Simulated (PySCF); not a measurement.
## PBE beside CCSD(T) along the fifth-period p block: bonds to Li

PBE and CCSD(T) in PySCF with def2-SVP on every atom (core potentials on In, Sn, Sb, Te, I), for the lowest determinant that a PBE0 search found; no spin–orbit coupling.

| molecule | state (unpaired electrons) | PBE Re (Å) | PBE ωe (cm⁻¹) | PBE De (eV) | CCSD(T) Re (Å) | CCSD(T) ωe (cm⁻¹) | CCSD(T) De (eV) |
| --- | --- | --- | --- | --- | --- | --- | --- |
| LiIn | singlet (closed shell) | 3.042 | 253 | 0.96 | 3.028 | 257 | 0.83 |
| LiSn | quartet (σ ↑, π ↑↑) | 2.590 | 357 | 1.49 | 2.611 | 368 | 1.37 |
| LiSb | triplet (π ↑↑) | 2.631 | 382 | 1.57 | 2.671 | 371 | 1.09 |
| LiTe | doublet (π ↑) | 2.488 | 450 | 2.59 | 2.517 | 446 | 2.22 |
| LiI | singlet (closed shell) | 2.388 | 494 | 3.69 | ? | ? | ? |

Question: Estimate the CCSD(T) values of LiI by adding the mean shift from PBE to CCSD(T) of the other rows, and compare with the calculation.

Answer: The mean shifts are +1.9 pm, +0 cm⁻¹ and -0.27 eV, which give 2.407 Å, 494 cm⁻¹ and 3.42 eV. CCSD(T)/def2-SVP gives Re = 2.412 Å, ωe = 490 cm⁻¹, De = 3.42 eV.

Question: What are the mean differences of PBE from CCSD(T) over the whole series?

Answer: Re -2.0 pm, ωe +1 cm⁻¹, De +0.27 eV.

In a basis of this size CCSD(T) is itself not converged; it tends to give bonds that are too long and too weak.

Correlated steps freeze 4 core orbitals. Closed-shell solutions of metal pairs were not tested for spin polarisation, which can lower them a little. Correlated levels converge slowly with the basis: in double zeta they bind strong bonds too weakly, by up to about 1 eV, and carry superposition errors of some tenths. These are scalar-relativistic numbers at best; spin–orbit coupling would shift them, the dissociation energy most. Where the molecule has an RHF reference, its open-shell atoms are computed with UHF. States were picked by a PBE0 search and need not be the measured ground states.
